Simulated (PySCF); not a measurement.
## How methods differ on the ionisation energy of Os²⁺

Os²⁺ [Xe] 4f14 5d6 (5D) → Os³⁺ [Xe] 4f14 5d5 (6S), as a difference of total energies. All numbers are calculated (PySCF 2.14, a scalar-relativistic core potential, in aug-cc-pVTZ-PP with one added diffuse shell each of s, p, d, f, g type with ECP60MDF (7s7p6d4f3g, 113 functions)). Correlated levels: valence: 5s2 5p6 frozen. The calculations carry no spin-orbit coupling.

```
           method  ionisation energy (eV)
              UHF                  24.874
              LDA                  27.158
              PBE                  26.930
             PBE0                  26.720
           r2SCAN                  26.428
            M06-L                  26.665
             PW91                  27.018
           M06-2X                  27.357
    MP2 (valence)                  26.128
SCS-MP2 (valence)                  26.361
```

How much does correlation contribute at MP2 (valence)?

26.128 − (24.874) = 1.254 eV, measured against UHF.

The reference lies between the lowest fine-structure levels, while these numbers refer to the centres of the terms.

Errors of the correlated levels include the incompleteness of this basis and the frozen core.

For comparison: 25 ± 1.6 eV (theoretical estimate listed by NIST; NIST Atomic Spectra Database, ionization energies).
